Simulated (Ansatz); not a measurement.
Level of theory: PBE0-D4/def2-TZVP (Ansatz, a quantum-chemistry and plane-wave program). No frequencies were computed at this level.

Ansatz 0.2 input:
```yaml
crystal:
  periodic: [false, false, false]
  atoms:
    - { symbol: Cl, position_ang: [-1.058801, 1.837041, 0.074063] }
    - { symbol: Si, position_ang: [-0.592663, -0.113712, -0.001774] }
    - { symbol: Se, position_ang: [1.53964, -0.452589, -0.758328] }
    - { symbol: H, position_ang: [-0.679877, -0.674671, 1.338684] }
    - { symbol: H, position_ang: [-1.414777, -0.804352, -0.980348] }
    - { symbol: H, position_ang: [2.206476, 0.208282, 0.327704] }
basis:
  gaussian: { orbitals: def2-tzvp }
hamiltonian:
  xc: pbe0
  dispersion: d4
relax:
  max_steps: 150
```

Output:

```
Functional definition: PBE0
1080 factors; their error is unknown
mean field evaluation 1: about -85785.3552 eV, gradient 1.3e1 eV
mean field evaluation 2: about -85785.6375 eV, gradient 7.3e0 eV
mean field evaluation 4: about -85785.7526 eV, gradient 4.8e-1 eV
mean field evaluation 8: about -85786.2362 eV, gradient 3.8e-1 eV
mean field evaluation 16: about -85786.2363 eV, gradient 2.5e-5 eV
mean field -85786.23632625 eV, -3152.5860369902 hartree, gradient 2.5e-5 eV, S^2 0.000000; 0 other end points of the search recorded, 0 dependent functions left out
reference -85786.23635420 eV, -3152.5860380173 hartree; 34, 34 occupied and 106, 106 virtual orbitals, 1080 factors
relax step   1: F+E_penalty+E_count = -85786.36844755 eV  Δ(F+E_penalty+E_count) = +0.000e0 eV  max|allowed force component| = 1.139e0 eV/Å  Δτ_max = 0.0000 Å  (27 SCF iters, accepted)
these checks for a lower state are left out or cut short: starts, cluster_reference, orbital_swaps, neighbouring_geometries, increment
1080 factors; their error is unknown
mean field -85786.28387287 eV, -3152.5877842963 hartree, gradient 2.1e-5 eV, S^2 0.000000; 0 other end points of the search recorded, 0 dependent functions left out
reference -85786.28390084 eV, -3152.5877853242 hartree; 34, 34 occupied and 106, 106 virtual orbitals, 1080 factors
relax step   2: F+E_penalty+E_count = -85786.41519974 eV  Δ(F+E_penalty+E_count) = -4.675e-2 eV  max|allowed force component| = 2.634e-1 eV/Å  Δτ_max = 0.0807 Å  (29 SCF iters, accepted)
these checks for a lower state are left out or cut short: starts, cluster_reference, orbital_swaps, neighbouring_geometries, increment
1080 factors; their error is unknown
mean field -85786.30384737 eV, -3152.5885183458 hartree, gradient 1.5e-5 eV, S^2 0.000000; 0 other end points of the search recorded, 0 dependent functions left out
reference -85786.30387546 eV, -3152.5885193778 hartree; 34, 34 occupied and 106, 106 virtual orbitals, 1080 factors
relax step   3: F+E_penalty+E_count = -85786.43540481 eV  Δ(F+E_penalty+E_count) = -2.021e-2 eV  max|allowed force component| = 5.164e-2 eV/Å  Δτ_max = 0.0516 Å  (29 SCF iters, accepted)
these checks for a lower state are left out or cut short: starts, cluster_reference, orbital_swaps, neighbouring_geometries, increment
1080 factors; their error is unknown
mean field evaluation 32: about -85785.8197 eV, gradient 4.9e-1 eV
mean field -85786.30429137 eV, -3152.5885346624 hartree, gradient 1.5e-5 eV, S^2 0.000000; 0 other end points of the search recorded, 0 dependent functions left out
reference -85786.30431943 eV, -3152.5885356937 hartree; 34, 34 occupied and 106, 106 virtual orbitals, 1080 factors
relax step   4: F+E_penalty+E_count = -85786.43598809 eV  Δ(F+E_penalty+E_count) = -5.833e-4 eV  max|allowed force component| = 2.293e-2 eV/Å  Δτ_max = 0.0116 Å  (31 SCF iters, accepted)
these checks for a lower state are left out or cut short: starts, cluster_reference, orbital_swaps, neighbouring_geometries, increment
1080 factors; their error is unknown
mean field -85786.30541508 eV, -3152.5885759580 hartree, gradient 1.5e-5 eV, S^2 0.000000; 0 other end points of the search recorded, 0 dependent functions left out
reference -85786.30544322 eV, -3152.5885769920 hartree; 34, 34 occupied and 106, 106 virtual orbitals, 1080 factors
relax step   5: F+E_penalty+E_count = -85786.43705510 eV  Δ(F+E_penalty+E_count) = -1.067e-3 eV  max|allowed force component| = 3.168e-2 eV/Å  Δτ_max = 0.0390 Å  (29 SCF iters, accepted)
these checks for a lower state are left out or cut short: starts, cluster_reference, orbital_swaps, neighbouring_geometries, increment
1080 factors; their error is unknown
mean field -85786.30593478 eV, -3152.5885950564 hartree, gradient 1.5e-5 eV, S^2 0.000000; 0 other end points of the search recorded, 0 dependent functions left out
reference -85786.30596296 eV, -3152.5885960920 hartree; 34, 34 occupied and 106, 106 virtual orbitals, 1080 factors
relax step   6: F+E_penalty+E_count = -85786.43752990 eV  Δ(F+E_penalty+E_count) = -4.748e-4 eV  max|allowed force component| = 7.077e-3 eV/Å  Δτ_max = 0.0296 Å  (31 SCF iters, accepted)
these checks for a lower state are left out or cut short: starts, cluster_reference, orbital_swaps, neighbouring_geometries, increment
1080 factors; their error is unknown
mean field -85786.30603752 eV, -3152.5885988322 hartree, gradient 1.5e-5 eV, S^2 0.000000; 0 other end points of the search recorded, 0 dependent functions left out
reference -85786.30606572 eV, -3152.5885998687 hartree; 34, 34 occupied and 106, 106 virtual orbitals, 1080 factors
relax step   7: F+E_penalty+E_count = -85786.43759470 eV  Δ(F+E_penalty+E_count) = -6.480e-5 eV  max|allowed force component| = 9.904e-3 eV/Å  Δτ_max = 0.0178 Å  (31 SCF iters, accepted)
1080 factors; their error is unknown
mean field evaluation 64: about -85786.3060 eV, gradient 1.3e-3 eV
mean field -85786.30603752 eV, -3152.5885988322 hartree, gradient 1.5e-5 eV, S^2 0.000000; 1 other end points of the search recorded, 0 dependent functions left out
reference -85786.30606572 eV, -3152.5885998687 hartree; 34, 34 occupied and 106, 106 virtual orbitals, 1080 factors
Total energy: -85786.43762290 eV, -3152.5934345058 hartree
Atom 0 at    -1.107666     1.857419     0.058145 Å, force    -0.000188     0.000074     0.000570 eV/Å
Atom 1 at    -0.538501    -0.114277    -0.018196 Å, force     0.000275     0.003056     0.000458 eV/Å
Atom 2 at     1.554341    -0.407765    -0.826371 Å, force     0.006657     0.003731     0.009904 eV/Å
Atom 3 at    -0.652663    -0.644920     1.356916 Å, force    -0.000029    -0.000468     0.000288 eV/Å
Atom 4 at    -1.428866    -0.820634    -0.963686 Å, force    -0.002574    -0.002224    -0.001486 eV/Å
Atom 5 at     2.173352     0.130177     0.393193 Å, force    -0.004140    -0.004169    -0.009735 eV/Å
Dipole moment:     0.052235    -0.165238     0.119375 e Å
```

Cost: roughly 23 core-seconds.
